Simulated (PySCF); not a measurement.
Ligands exchanged one at a time, Al SiH3-I. Isolated molecules, 0 K electronic values unless said otherwise. Strings in code marks are SMILES.

Calculation: PySCF with PBE-D3(BJ)/def2-TZVP // B3LYP-D3(BJ)/def2-TZVP. All candidates: neutral, multiplicity 1. Excitations are Tamm–Dancoff values on a coarser integration grid. The basis has no diffuse functions, so Rydberg states are missing or too high.

```json
{
 "dipole_moment": "0.07 D",
 "T1 excitation (TDA)": "2.63 eV",
 "S1 excitation (TDA)": "3.14 eV"
}
```

Task: Say which member has these values.
A. `[SiH3][Al]([SiH3])[I]`
B. `[SiH3][Al]([I])[I]`
C. `[SiH3][Al]([SiH3])[SiH3]`
D. `[I][Al]([I])[I]`

Result: C, `[SiH3][Al]([SiH3])[SiH3]`. The others give `[I][Al]([I])[I]`: 0.00 D, 3.76 eV, 4.00 eV; `[SiH3][Al]([SiH3])[I]`: 0.97 D, 2.74 eV, 3.11 eV; `[SiH3][Al]([I])[I]`: 0.97 D, 3.48 eV, 3.74 eV
